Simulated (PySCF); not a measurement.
# Radial density of Fe (iron, neutral)

B3LYP, [Ar] 3d5 4s2 5s1, 5s spin antiparallel (an excited configuration). Calculation: PySCF 2.14, in aug-cc-pVTZ-DK (8s7p5d3f2g, 93 functions); the spin-free X2C one-electron Hamiltonian (Gaussian nucleus).

```json
{"r (bohr)": "0.00104", "4πr²ρ (e/bohr)": "0.2285", "4πr²(ρα − ρβ)": "0.0000"}
{"r (bohr)": "0.00175", "4πr²ρ (e/bohr)": "0.5763", "4πr²(ρα − ρβ)": "0.0000"}
{"r (bohr)": "0.00294", "4πr²ρ (e/bohr)": "1.423", "4πr²(ρα − ρβ)": "0.0001"}
{"r (bohr)": "0.00494", "4πr²ρ (e/bohr)": "3.390", "4πr²(ρα − ρβ)": "0.0002"}
{"r (bohr)": "0.00830", "4πr²ρ (e/bohr)": "7.598", "4πr²(ρα − ρβ)": "0.0005"}
{"r (bohr)": "0.0140", "4πr²ρ (e/bohr)": "15.29", "4πr²(ρα − ρβ)": "0.0009"}
{"r (bohr)": "0.0235", "4πr²ρ (e/bohr)": "25.52", "4πr²(ρα − ρβ)": "0.0016"}
{"r (bohr)": "0.0395", "4πr²ρ (e/bohr)": "31.43", "4πr²(ρα − ρβ)": "0.0026"}
{"r (bohr)": "0.0665", "4πr²ρ (e/bohr)": "26.63", "4πr²(ρα − ρβ)": "0.0090"}
{"r (bohr)": "0.112", "4πr²ρ (e/bohr)": "26.22", "4πr²(ρα − ρβ)": "0.0587"}
{"r (bohr)": "0.188", "4πr²ρ (e/bohr)": "35.04", "4πr²(ρα − ρβ)": "0.3711"}
{"r (bohr)": "0.316", "4πr²ρ (e/bohr)": "19.76", "4πr²(ρα − ρβ)": "1.7478"}
{"r (bohr)": "0.532", "4πr²ρ (e/bohr)": "14.34", "4πr²(ρα − ρβ)": "4.3458"}
{"r (bohr)": "0.895", "4πr²ρ (e/bohr)": "13.55", "4πr²(ρα − ρβ)": "4.3148"}
{"r (bohr)": "1.51", "4πr²ρ (e/bohr)": "3.416", "4πr²(ρα − ρβ)": "1.5584"}
{"r (bohr)": "2.53", "4πr²ρ (e/bohr)": "1.106", "4πr²(ρα − ρβ)": "0.1614"}
{"r (bohr)": "4.26", "4πr²ρ (e/bohr)": "0.2058", "4πr²(ρα − ρβ)": "-0.0473"}
{"r (bohr)": "7.16", "4πr²ρ (e/bohr)": "0.1705", "4πr²(ρα − ρβ)": "-0.1680"}
{"r (bohr)": "12.0", "4πr²ρ (e/bohr)": "0.03996", "4πr²(ρα − ρβ)": "-0.0399"}
{"r (bohr)": "20.3", "4πr²ρ (e/bohr)": "6.692e-05", "4πr²(ρα − ρβ)": "-0.0001"}
```

Densities and radii are taken from the X2C orbitals without a picture-change correction, which distorts them close to the nucleus.

The outer electron is Rydberg-like, and this basis confines it to a smaller radius and binds it less than a complete one would. With the s spin flipped the determinant is a mixture of two multiplicities, not a spectroscopic state.
